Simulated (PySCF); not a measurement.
How methods differ on the excitation energy of O⁺

O⁺ [He] 2s2 2p3 (4S) → O⁺ [He] 2s2 2p2 3d1 (high-spin determinant), as a difference of total energies. All numbers are calculated (PySCF 2.14, scalar relativity by spin-free X2C-1e, in aug-cc-pVQZ-DK (6s5p4d3f2g, 80 functions)). Correlated levels: valence: 1s2 frozen. The calculations carry no spin-orbit coupling.

```tsv
method	excitation energy (eV)
UHF	30.292
LDA	30.198
PBE	29.692
PBE0	29.990
r2SCAN	30.359
PW91	29.789
BLYP	29.485
MN15	30.344
revPBE	29.580
MP2 (valence)	30.591
SCS-MP2 (valence)	30.372
```

Problem. How much does correlation contribute at MP2 (valence)?

Solution. 30.591 − (30.292) = 0.299 eV, measured against UHF.

A first-order spin-orbit estimate (lowest level to lowest level, LS coupling) adds -0.018 eV.

The promoted electron is Rydberg-like, and one or two diffuse shells describe it only roughly, which tends to raise the upper state.

The determinant of the upper state mixes LS terms, which raises its energy above the lowest term, most at the Hartree-Fock and MP2 levels.
